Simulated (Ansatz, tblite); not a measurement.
Isomers of Sb5⁺ (singlet), found by a short tight-binding search and relaxed with PBE0-D4/def2-SVP in Ansatz.

In the def2 sets Sb takes a core potential; there is no spin–orbit coupling. The xTB rows come from tblite. LC-ωPBE has ω = 0.4 bohr⁻¹. Correlated methods freeze 20 core orbitals; core or outer-core shells of Sb are correlated, in sets that lack core-valence functions.

Run but left out: HF/def2-SVP, HF/def2-TZVP (B: restricted singlet, unstable towards broken spin symmetry); BHLYP-D4/def2-TZVP (B: restricted singlet, unstable in another Hartree–Fock run and untested here); HF/def2-SVP, HF/def2-TZVP (C: restricted singlet, unstable towards broken spin symmetry); BHLYP-D4/def2-TZVP (C: restricted singlet, unstable in another Hartree–Fock run and untested here).

B: The restricted singlet is unstable towards broken spin symmetry in Hartree–Fock (as tested in another run); at PBE-D4/def2-SVP, PBE-D4/def2-TZVP, r2SCAN-D4/def2-TZVP, PBE0-D4/def2-SVP and others this wasn't settled. At CCSD(T)/def2-SVP, MP2/def2-TZVP the restricted singlet (for correlated methods, its reference) is unstable: a solution with broken spin symmetry lies lower. C: The restricted singlet is unstable towards broken spin symmetry in Hartree–Fock (as tested in another run); at PBE-D4/def2-SVP, PBE-D4/def2-TZVP, r2SCAN-D4/def2-TZVP, PBE0-D4/def2-SVP and others this wasn't settled. At CCSD(T)/def2-SVP, MP2/def2-TZVP the restricted singlet (for correlated methods, its reference) is unstable: a solution with broken spin symmetry lies lower.

Other spin states weren't relaxed.

A:

```xyz
5

Sb   -2.028   -0.180    0.016
Sb    1.867   -0.199   -0.788
Sb   -0.246    1.603   -1.231
Sb    0.085   -1.981    0.459
Sb    0.323    0.758    1.544
```

B:

Cartesian coordinates in Å:
```
Sb 0.8092 1.2920 1.4940
Sb 0.0480 -1.7838 -1.8842
Sb -1.2718 0.4241 -0.5856
Sb -1.2911 -0.0915 2.2493
Sb 1.7057 0.1593 -1.2735
```

C:

Cartesian coordinates in Å:
```
Sb 2.084 -1.295 0.389
Sb -0.594 1.628 1.790
Sb 1.013 -1.163 -1.952
Sb -0.865 -0.946 0.337
Sb -1.637 1.776 -0.563
```

Estimate which lies lowest at each level, and how far above it the others are (kJ/mol).


| level | A | B | C |
| --- | --- | --- | --- |
| GFN1-xTB | 0.0 | 168.4 | 233.1 |
| GFN2-xTB | 0.0 | 55.8 | 59.1 |
| PBE-D4/def2-SVP | 0.0 | 148.7 | 156.5 |
| PBE-D4/def2-TZVP | 0.0 | 151.8 | 160.7 |
| r2SCAN-D4/def2-TZVP | 0.0 | 157.8 | 163.9 |
| PBE0-D4/def2-SVP | 0.0 | 168.8 | 174.0 |
| PBE0-D4/def2-TZVP | 0.0 | 172.1 | 179.2 |
| LC-ωPBE/def2-TZVP | 0.0 | 206.4 | 209.2 |
| MP2/def2-SVP | 0.0 | 141.0 | 133.4 |
| MP2/def2-TZVP | 0.0 | 164.0 | 164.9 |
| CCSD/def2-SVP | 0.0 | 145.3 | 134.1 |
| CCSD(T)/def2-SVP | 0.0 | 133.1 | 127.7 |
Point groups (tolerance 0.1 Å): A C4v, B Cs, C C2v. Lower isomers may exist.
